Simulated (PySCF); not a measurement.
# SbN: one state, many levels of theory

State: ¹Σ⁺ (singlet), closed shell. Set-up: basis Sb def2-SVPD with ECP28, N def2-SVPD; scalar-relativistic core potentials; PySCF 2.14. De refers to Sb + N in their high-spin ground configurations, without counterpoise correction. A positive dipole means Sb(−)N(+). Levels whose curve was spin-contaminated or gave no clean fit are not listed.

| Level | Re (Å) | ωe (cm⁻¹) | De (eV) | μ (D) |
| --- | --- | --- | --- | --- |
| RHF | 1.780 | 1081 | -1.90 | -4.47 |
| RHF-CCSD | 1.848 | 885 | 2.29 | n/a |
| RHF-CCSD(T) | 1.874 | 815 | 2.87 | n/a |
| PBE | 1.849 | 886 | 4.07 | -3.58 |
| PW91 | 1.847 | 887 | 4.10 | -3.59 |
| TPSS | 1.844 | 897 | 3.65 | -3.57 |
| r²SCAN | 1.833 | 926 | 3.07 | -3.66 |

The bond length runs from 1.780 Å (RHF) to 1.874 Å (RHF-CCSD(T)). De spans -1.90 eV (RHF, mean field) to 4.10 eV (PW91, GGA). Correlation at CCSD(T) changes the Hartree–Fock bond energy by +4.77 eV; the triples alone change it by +0.58 eV.

Correlated steps freeze 5 core orbitals. Correlated levels converge slowly with the basis: in double zeta they bind strong bonds too weakly, by up to about 1 eV, and carry superposition errors of some tenths. These are scalar-relativistic numbers at best; spin–orbit coupling would shift them, the dissociation energy most. Where the molecule has an RHF reference, its open-shell atoms are computed with UHF. A negative De means that the minimum lies above the separated atoms at that level.

The whole job (state search and all levels along the bond) took about 2.3 min on 1 thread of Arm Neoverse V2 (shared host), peak memory 0.64 GiB.
